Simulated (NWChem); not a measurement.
Everything below was run with NWChem. System: diiodomethane (CH₂I₂), charge 0, spin multiplicity 1, at a geometry optimised with B3LYP/def2-SVP with def2 effective core potentials on I. Level: RHF/def2-TZVP with def2 effective core potentials on I.

NWChem printed:

```
             Northwest Computational Chemistry Package (NWChem) 7.3.0
             --------------------------------------------------------

                                NWChem Input Module
                                -------------------

 Scaling coordinates for geometry "geometry" by  1.889725989
 (inverse scale =  0.529177249)

 Turning off AUTOSYM since
 SYMMETRY directive was detected!

                             Geometry "geometry" -> ""
                             -------------------------

 Output coordinates in angstroms (scale by  1.889725989 to convert to a.u.)

  No.       Tag          Charge          X              Y              Z
 ---- ---------------- ---------- -------------- -------------- --------------
    1 I                   53.0000     1.83907900     0.00000000     0.09076000
    2 C                    6.0000     0.00000000     0.00000000    -1.04898200
    3 I                   53.0000    -1.83907900     0.00000000     0.09076000
    4 H                    1.0000     0.00000000     0.90455800    -1.66335800
    5 H                    1.0000     0.00000000    -0.90455800    -1.66335800

 Effective nuclear repulsion energy (a.u.)     607.3704761000

            Nuclear Dipole moment (a.u.)
            ----------------------------
        X                 Y               Z
 ---------------- ---------------- ----------------
     0.0000000000     0.0000000000    -0.0000907068

      Symmetry information
      --------------------

 Group name             C2v
 Group number             16
 Group order               4
 No. of unique centers     3

      Symmetry unique atoms

     1    2    4


 Summary of "ao basis" -> "" (spherical)
 ------------------------------------------------------------------------------
       Tag                 Description            Shells   Functions and Types
 ---------------- ------------------------------  ------  ---------------------
 *                         def2-tzvp                  on all atoms

 Summary of "ao basis" -> "ao basis" (spherical)
 ------------------------------------------------------------------------------
       Tag                 Description            Shells   Functions and Types
 ---------------- ------------------------------  ------  ---------------------
 I                         def2-tzvp                16       50   6s5p3d2f
 C                         def2-tzvp                11       31   5s3p2d1f
 H                         def2-tzvp                 4        6   3s1p
[...]
    14      0.246977  1 I  py                95      0.246977  3 I  py
    20      0.194378  1 I  py               101      0.194378  3 I  py

 Vector   29  Occ=2.000000D+00  E=-3.617471D-01  Symmetry=b1
              MO Center=  2.3D-14,  6.4D-16,  7.8D-03, r^2= 5.7D+00
   Bfn.  Coefficient  Atom+Function         Bfn.  Coefficient  Atom+Function
  ----- ------------  ---------------      ----- ------------  ---------------
    16      0.294469  1 I  px                97      0.294469  3 I  px
    18     -0.290449  1 I  pz                99      0.290449  3 I  pz
    10     -0.238370  1 I  px                91     -0.238370  3 I  px
    12      0.228694  1 I  pz                93     -0.228694  3 I  pz
    13      0.186352  1 I  px                94      0.186352  3 I  px

 Vector   30  Occ=0.000000D+00  E= 4.429982D-02  Symmetry=a1
              MO Center= -2.0D-14, -2.7D-16, -1.9D-01, r^2= 7.2D+00
   Bfn.  Coefficient  Atom+Function         Bfn.  Coefficient  Atom+Function
  ----- ------------  ---------------      ----- ------------  ---------------
    55      1.499158  2 C  s                 19      0.551293  1 I  px
   100     -0.551293  3 I  px                 6     -0.505989  1 I  s
    87     -0.505989  3 I  s                134     -0.405064  4 H  s
   140     -0.405064  5 H  s                 64      0.342402  2 C  pz
    21      0.247105  1 I  pz               102      0.247105  3 I  pz

 Vector   31  Occ=0.000000D+00  E= 1.061839D-01  Symmetry=b1
              MO Center=  7.3D-14, -3.5D-15,  1.6D-01, r^2= 8.5D+00
   Bfn.  Coefficient  Atom+Function         Bfn.  Coefficient  Atom+Function
  ----- ------------  ---------------      ----- ------------  ---------------
    62      1.053492  2 C  px                 6     -0.782925  1 I  s
    87      0.782925  3 I  s                 19      0.720240  1 I  px
   100      0.720240  3 I  px                21      0.551925  1 I  pz
   102     -0.551925  3 I  pz                59      0.282753  2 C  px
    56      0.260181  2 C  px

 Vector   32  Occ=0.000000D+00  E= 1.586558D-01  Symmetry=a1
              MO Center=  5.3D-15,  3.8D-17, -1.6D+00, r^2= 6.1D+00
   Bfn.  Coefficient  Atom+Function         Bfn.  Coefficient  Atom+Function
  ----- ------------  ---------------      ----- ------------  ---------------
    55      3.123783  2 C  s                134     -2.452981  4 H  s
   140     -2.452981  5 H  s                 64     -1.446698  2 C  pz
    19     -0.342715  1 I  px               100      0.342715  3 I  px
    54     -0.299808  2 C  s                133      0.276987  4 H  s
   139      0.276987  5 H  s                  5      0.194949  1 I  s

 center of mass
 --------------
 x =   0.00000000 y =   0.00000000 z =   0.05005864

 moments of inertia (a.u.)
 ------------------
          79.753137199221           0.000000000000           0.000000000000
           0.000000000000        3139.293719725137           0.000000000000
           0.000000000000           0.000000000000        3071.319777974151

  Mulliken analysis of the total density
  --------------------------------------

    Atom       Charge   Shell Charges
 -----------   ------   -------------------------------------------------------
    1 I   25    25.03   0.19 -0.77  1.58  1.01  1.09  0.85 -0.49  6.44  1.33  2.76  0.98  9.23  0.77  0.06  0.01  0.00
    2 C    6     6.28   0.85  1.12  0.47  0.81 -0.02  1.12  1.50  0.33  0.01  0.09  0.00
    3 I   25    25.03   0.19 -0.77  1.58  1.01  1.09  0.85 -0.49  6.44  1.33  2.76  0.98  9.23  0.77  0.06  0.01  0.00
    4 H    1     0.83   0.26  0.47  0.08  0.02
    5 H    1     0.83   0.26  0.47  0.08  0.02

       Multipole analysis of the density wrt the origin
       ------------------------------------------------

     L   x y z        total         open         nuclear
     -   - - -        -----         ----         -------
     0   0 0 0     -0.000000      0.000000     58.000000

     1   1 0 0      0.000000      0.000000      0.000000
     1   0 1 0      0.000000      0.000000      0.000000
     1   0 0 1     -0.535298      0.000000     -9.604736

     2   2 0 0    -45.620875      0.000000    603.904751
     2   1 1 0      0.000000      0.000000      0.000000
     2   1 0 1     -0.000000      0.000000      0.000000
     2   0 2 0    -45.760472      0.000000      5.843869
     2   0 1 1      0.000000      0.000000      0.000000
     2   0 0 2    -43.464600      0.000000     44.808172

 Task  times  cpu:        4.2s     wall:        4.2s

 Total times  cpu:        4.2s     wall:        4.2s
```

Q: Write an NWChem input that would produce this output.

A: This is not unique; one that fits is 
```
start mol
memory heap 200 mb stack 900 mb global 1100 mb
geometry units angstroms nocenter noautoz
  I      1.839079     0.000000     0.090760
  C      0.000000     0.000000    -1.048982
  I     -1.839079     0.000000     0.090760
  H      0.000000     0.904558    -1.663358
  H      0.000000    -0.904558    -1.663358
  symmetry group C2v
end
basis spherical
  * library def2-tzvp
end
ecp
  I library def2-ecp
end
scf
  rhf
  nopen 0
  maxiter 100
  thresh 1e-7
  semidirect memsize 60000000 filesize 0
end
task scf energy
```
